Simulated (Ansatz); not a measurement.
`F[CH2][AlH][GeH3]` + `[OH][GeH3]` → `[GeH3][O][GeH3]` + `F[CH2][AlH2]`  (cleavage of the Ge–Al bond)

Computed with Ansatz on PBE0-D4/def2-TZVP structures; ΔE is electronic, products minus reactants. CCSD(T)/CBS adds triple-zeta CCSD(T) − MP2 to the extrapolated MP2 energy (def2 sets, frozen cores). DFT in def2-TZVPP. B3LYP here is the variant with VWN-RPA as its local correlation; programs differ in this. For Ge outer-core shells are correlated without core-valence functions, which leaves a few kJ/mol of doubt a bond. Scalar relativity is left out up to krypton. One conformer a species, not always the lowest.

| level | ΔE (kJ/mol) | difference from CCSD(T)/CBS |
| --- | --- | --- |
| PBE-D4 | 18.4 | 16.0 |
| r2SCAN-D4 | 7.2 | 4.8 |
| B3LYP-D4 | 1.2 | -1.2 |
| B2PLYP | -2.7 | -5.1 |
| PBE | 19.8 | 17.4 |
| PBE0 | 15.6 | 13.2 |
| B3LYP | 3.5 | 1.1 |
| HF/def2-TZVPP | -20.4 | -22.8 |
| MP2/def2-TZVPP | -7.0 | -9.4 |
| SCS-MP2/def2-TZVPP | -13.0 | -15.4 |
| CCSD/def2-TZVPP | -2.4 | -4.8 |
| CCSD(T)/def2-TZVPP | -1.5 | -3.9 |
| MP2/def2-QZVPP | -5.4 | -7.8 |
| SCS-MP2/def2-QZVPP | -11.7 | -14.1 |
| MP2/CBS(def2) | -3.1 | -5.5 |
| CCSD/CBS(def2) | 1.5 | -0.9 |
| CCSD(T)/CBS | 2.4 | 0 |

Largest T1 diagnostic among the species: 0.012.

From PBE to PBE0 (25 % exact exchange), in def2-TZVPP and without D4, ΔE moves by −4.2 kJ/mol. In def2-TZVPP, CCSD(T) changes the Hartree–Fock value by +18.9 kJ/mol (the triples alone add +0.9 kJ/mol) and MP2 by +13.4 kJ/mol.
